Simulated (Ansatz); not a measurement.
Basis sets compared for Cu₅Se₅⁻. The state is a singlet with charge -1. Geometry PBE-D4/def2-SVP. Ansatz on 6 threads of Arm Neoverse V1 on a shared host; times are rough, and most runs start from earlier orbitals.

```xyz
10

Cu    0.8141    1.0427    1.6336
Cu    1.7678    0.2227   -0.4100
Cu    0.2383   -1.3822    0.9277
Cu   -0.3621   -0.2033   -1.7037
Cu   -1.3865    0.4579    0.4758
Se   -1.6342   -2.0905   -1.8889
Se    0.7180    1.8690   -1.6929
Se   -2.0431   -1.7884    0.5516
Se    2.3813   -0.7391    1.6450
Se   -0.4935    2.6112    0.4618
```

The 6-31G sets use Cartesian d functions. At HF/STO-3G the highest occupied level of the charge -1 singlet lies above zero (up to 0.68 eV). In Hartree–Fock with STO-3G the lack of diffuse functions raises the level. The structure comes from a short search, and lower isomers may exist.

```tsv
level	functions	energy (Eh)	HOMO (eV)	LUMO (eV)	wall time
HF/STO-3G	180	-19969.7985	0.68	6.72	93 s
HF/6-31G	290	-20190.9885	-4.79	3.00	21 s
PBE-D4/def2-SVP	315	-20205.3514	-0.89	0.08	12 s
```

Problem. Estimate the rows for PBE-D4/def2-SVPD.

Solution. 
```csv
level,functions,energy (Eh),HOMO (eV),LUMO (eV),wall time
PBE-D4/def2-SVPD,375,-20205.4057,-1.31,-0.29,21 s
```
